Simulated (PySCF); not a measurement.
C₄H₄BNO, SMILES B1(O)[C@H](C#C)N=C1. Atoms are numbered in the order given.

```xyz
11

C      2.6206    -0.4111    -0.4274
C      1.4929    -0.5193     0.0050
C      0.1404    -0.5716     0.5178
N     -0.8845    -1.2706    -0.3508
C     -1.7973    -0.3540    -0.3403
B     -0.8317     0.6889     0.2913
O     -0.6923     2.0164     0.2539
H      3.6215    -0.3398    -0.8110
H      0.1212    -1.0248     1.5223
H     -2.7713    -0.4924    -0.8262
H      0.1772     2.3115     0.5521
```

Geometry: PBE0-D3(BJ)/def2-SVP. The structure was generated by enumeration; whether it is a known compound was not checked. Other conformers were not sampled.

All values below come from PySCF with PBE/def2-TZVP.

Atomic charges (e):

| atom | Mulliken | IAO | Löwdin |
|---|---|---|---|
| C1 | -0.13 | -0.25 | -0.10 |
| C2 | -0.02 | -0.03 | -0.09 |
| C3 | -0.18 | -0.20 | -0.19 |
| N4 | -0.12 | -0.20 | 0.23 |
| C5 | -0.04 | -0.12 | -0.10 |
| B6 | 0.06 | 0.34 | -0.68 |
| O7 | -0.30 | -0.46 | 0.26 |
| H8 | 0.16 | 0.20 | 0.13 |
| H9 | 0.12 | 0.18 | 0.18 |
| H10 | 0.12 | 0.16 | 0.13 |
| H11 | 0.32 | 0.38 | 0.22 |

Q: Give the Mayer and Wiberg (Löwdin basis) orders of the bonds. (Estimate from the structure and the level; the computed values follow.)

A: 
```csv
bond,Mayer,Wiberg
C1–C2,2.63,2.91
C2–C3,1.21,1.28
C3–N4,0.97,1.13
N4–C5,1.79,2.10
C3–B6,0.93,1.03
C5–B6,1.03,1.19
B6–O7,1.49,2.10
C1–H8,1.00,0.92
C3–H9,0.92,0.77
C5–H10,0.93,0.87
O7–H11,0.86,0.92
```
